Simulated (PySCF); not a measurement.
PySCF 2.14 output of an unrestricted PBE0 calculation on a single atom or ion in aug-cc-pwCVDZ-PP with ECP28MDF, with a scalar-relativistic core potential:

```
SCF conv_tol = 1e-09
number electrons alpha = 10  beta = 6
    C. Adamo and V. Barone.,  J. Chem. Phys. 110, 6158 (1999)
    M. Ernzerhof and G. E. Scuseria.,  J. Chem. Phys. 110, 5029 (1999)
cycle= 1 E= -109.770915277635  delta_E= -0.00523  |g|= 0.0229  |ddm|= 0.195
cycle= 2 E= -109.770996509626  delta_E= -8.12e-05  |g|= 0.0185  |ddm|= 0.0582
cycle= 3 E= -109.771087252749  delta_E= -9.07e-05  |g|= 0.00132  |ddm|= 0.0193
cycle= 4 E= -109.771087941691  delta_E= -6.89e-07  |g|= 9.47e-05  |ddm|= 0.00299
cycle= 5 E= -109.771087946534  delta_E= -4.84e-09  |g|= 1.54e-05  |ddm|= 0.000194
cycle= 6 E= -109.771087946617  delta_E= -8.33e-11  |g|= 5.74e-07  |ddm|= 2.2e-05
converged SCF energy = -109.771087946617  <S^2> = 6.0010202  2S+1 = 5.0004081
```

The run itself started from symmetry-adapted Hartree-Fock orbitals and held the occupation by maximum overlap, on a logarithmic radial grid, so the iterations belong to that start.

Problem. Which element, charge and spin multiplicity is this?

Solution. Rh⁺ (rhodium, charge +1), multiplicity 5; the state was [Kr] 4d7 5s1, high-spin 5F determinant (an excited configuration).

Energies and moments cover only the electrons outside the core potential.
